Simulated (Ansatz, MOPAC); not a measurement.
System: YF2, net charge 1, singlet state. SMILES of the parent species: [F][Y][F]

Atoms: Y1, F2, F3. Bonds: Y1-F2, Y1-F3.

Bond lengths (Å) and angles (degrees) optimised at PM7 with MOPAC; HF/STO-3G with Ansatz (a first-principles code); HF/3-21G with Ansatz; HF/6-31G* with LANL2DZ past Ar with Ansatz; B3LYP/LANL2DZ with Ansatz; MP2/6-31G* with LANL2DZ past Ar with Ansatz, each started from the B3LYP-D3(BJ)/def2-TZVP structure (Ansatz) of the last column. A row stands for all coordinates that are equal there. 6-31G* holds six Cartesian d functions. No wavenumbers were computed at HF/STO-3G, B3LYP/LANL2DZ, MP2/6-31G* with LANL2DZ past Ar, so these may be saddle points.

```
coordinate    PM7  HF/STO-3G  HF/3-21G  HF/6-31G* with LANL2DZ past Ar  B3LYP/LANL2DZ  MP2/6-31G* with LANL2DZ past Ar  B3LYP-D3(BJ)/def2-TZVP
----------  -----  ---------  --------  ------------------------------  -------------  -------------------------------  ----------------------
Y1-F2       2.032      1.972     1.891                           1.921          1.949                            1.931                   1.920
F2-Y1-F3    179.6      128.1     111.9                           117.9          110.1                            112.6                   111.9
```

Mean signed difference of all 2 bond lengths from B3LYP-D3(BJ)/def2-TZVP: PM7 0.112 Å, HF/STO-3G 0.052 Å, HF/3-21G -0.029 Å, HF/6-31G* with LANL2DZ past Ar 0.001 Å, B3LYP/LANL2DZ 0.029 Å, MP2/6-31G* with LANL2DZ past Ar 0.011 Å.
